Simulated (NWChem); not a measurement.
System: C₂H₄F₂Si; SMILES FC(F)=C[SiH3]

```xyz
9

F      1.1077    -1.0414    -0.7103
C     -0.0946    -0.9608    -0.1556
F     -0.6046    -2.1786    -0.0305
C     -0.7033     0.1734     0.2215
Si     0.0119     1.8917     0.0470
H     -1.7021     0.0334     0.6640
H      1.3740     1.8250    -0.5798
H     -0.8894     2.7425    -0.8074
H      0.1160     2.5481     1.3978
```
Atoms are numbered in this order, from 1.

Level: PBE-D3(BJ)/def2-SVP (NWChem), optimised geometry, unscaled harmonic frequencies. 

Problem. List the harmonic frequencies with IR intensities, and the thermochemistry.

Solution. 
| frequency (cm⁻¹) | IR intensity (km/mol) |
|---|---|
| 15 | 0.0 |
| 163 | 0.8 |
| 165 | 0.0 |
| 408 | 10.4 |
| 521 | 12.4 |
| 620 | 7.5 |
| 626 | 7.7 |
| 630 | 8.7 |
| 778 | 75.8 |
| 787 | 15.7 |
| 889 | 227.0 |
| 905 | 29.6 |
| 919 | 54.5 |
| 953 | 56.8 |
| 1135 | 45.5 |
| 1310 | 177.2 |
| 1717 | 445.6 |
| 2162 | 105.6 |
| 2163 | 72.5 |
| 2192 | 77.1 |
| 3132 | 4.1 |

| Property | Result |
|---|---|
| zero-point energy | 31.7 kcal/mol |
| thermal correction to the enthalpy at 298.15 K (with zero-point energy) | 36.3 kcal/mol |
| heat capacity Cv | 21.0 cal/(mol K) |
| entropy at 298.15 K and 1 atm (symmetry number 1) | 82.1 cal/(mol K) |
| dipole moment | 0.59 D |

Rigid rotor and harmonic oscillator; modes under 100 cm⁻¹ make the entropy uncertain.
